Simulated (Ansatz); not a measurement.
Question: Name a neutral molecule of C, N, Si and H with LUMO energy (ωB97M-V/def2-TZVPP) between 2.00 and 2.30 eV and size of the dipole moment (PBE/def2-TZVPP) between 1.20 and 1.50 D (Ansatz, PBE0-D4/def2-TZVP geometry).

Answer: `CCN([SiH3])C(C)(C)C` (2.29 eV, 1.34 D); `CCN[SiH3]` (2.06 eV, 1.30 D); `C=CCN([SiH3])C(C)C` (2.16 eV, 1.25 D); `CC(C)N([SiH3])C(C)C` (2.27 eV, 1.33 D); `C[SiH2]N(C)[SiH3]` (2.04 eV, 1.27 D). Other molecules can fit too; these were computed, each in one conformer that needn't be the lowest.
